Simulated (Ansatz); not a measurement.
Coupled-cluster diagnostics for B7P7, Ansatz.

Geometry of the singlet (PBE-D4/def2-SVP):

```xyz
14

B    -0.0824    0.4889    2.0845
P     0.7170    2.0390    2.5012
B    -1.0798   -1.5357    0.0907
P    -0.6723   -1.3476    2.0271
B    -0.9081    0.1209    0.5362
B     0.0521    1.5966    0.7999
P    -2.6255   -0.7475    0.9879
B     1.1912   -1.3222   -1.1160
P    -0.3581   -2.3537   -1.5196
P     2.7062   -0.4370   -0.6919
B     1.2300    0.5177   -1.3089
P     0.6235    2.3909   -0.8848
B    -0.4551   -0.4276   -1.1417
P    -0.3388    1.0173   -2.3647
```

Correlated methods freeze 42 core orbitals.

Task: Estimate the CCSD(T) correlation energy, the shares of MP2 and (T), T1 and the reference's ⟨S²⟩ for: charge 0, singlet, own geometry in def2-TZVPP; and the rough time on 2 threads of AMD EPYC 7R13 on a shared host and a share (18 GiB) of an NVIDIA H100 80GB HBM3.

Result: 
```csv
state,basis,correlation (eV),MP2 share (%),(T) share (%),T1,⟨S²⟩ (pure),wall time,remarks
"charge 0, singlet, own geometry",def2-TZVPP,-52.701,93.0,7.8,0.020,0.00 (0.00),2.7 min,"large T1, restricted SCF unstable"
```
Customary marks for T1 are 0.02 (closed shells), 0.045 (open shells) and about 0.05 (3d metals). T1 exceeds 0.02 in 1 of 1 rows and 0.045 in 0; the higher it lies, the less the single-reference result can be trusted.
